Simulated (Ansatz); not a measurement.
Born–Oppenheimer molecular dynamics of H₄O₂Zn (7 atoms, charge 0, multiplicity 1). It starts at the highest image of a converged band, a first-order saddle point between two minima.

Computed with RKS r2SCAN/def2-SVP (Ansatz).

* ensemble: NVE (velocity Verlet)
* time step: 0.5 fs
* steps asked: 200
* starting velocities drawn for: 300 K
* seed: 4131

First frame:

```xyz
7
Properties=species:S:1:pos:R:3
Zn 0.136 0.035 -0.399
O 0.457 -0.287 1.474
O 0.550 -0.399 -2.074
H -0.539 0.545 1.239
H -1.014 1.115 0.590
H 0.317 -1.142 1.907
H 0.092 0.133 -2.736
```

(1) How far do the bonds stretch over the last three quarters of this one trajectory? (Pairs bonded in most of those frames.)

Answers

(1) 
```json
{"bond": "Zn1–O3", "mean (Å)": "1.798", "spread (Å)": "0.034", "shortest": "1.74", "longest": "1.85"}
{"bond": "Zn1–H5", "mean (Å)": "1.567", "spread (Å)": "0.112", "shortest": "1.38", "longest": "1.76"}
{"bond": "O2–H4", "mean (Å)": "0.972", "spread (Å)": "0.032", "shortest": "0.92", "longest": "1.02"}
{"bond": "O2–H6", "mean (Å)": "0.969", "spread (Å)": "0.015", "shortest": "0.94", "longest": "1.00"}
{"bond": "O3–H7", "mean (Å)": "0.971", "spread (Å)": "0.027", "shortest": "0.93", "longest": "1.01"}
```

Mean temperature of the second half: 1124 K. The conserved energy stayed within 0.37 meV per atom of its start (net change 0.13 meV per atom), so the integration is sound. The kinetic energy rose, since the run started high on the potential surface and went downhill. It ends in pieces (H2O + H2OZn), so much of that is their flight and rotation, not heat. A run of 0.1 ps of so small a system gives no equilibrium averages. The orbitals stay closed-shell, which can raise the energy where a bond breaks towards radicals; this wasn't checked here.

Run time: 7.1 min on 2 threads of Arm Neoverse V1 (shared host), peak memory 0.16 GiB.
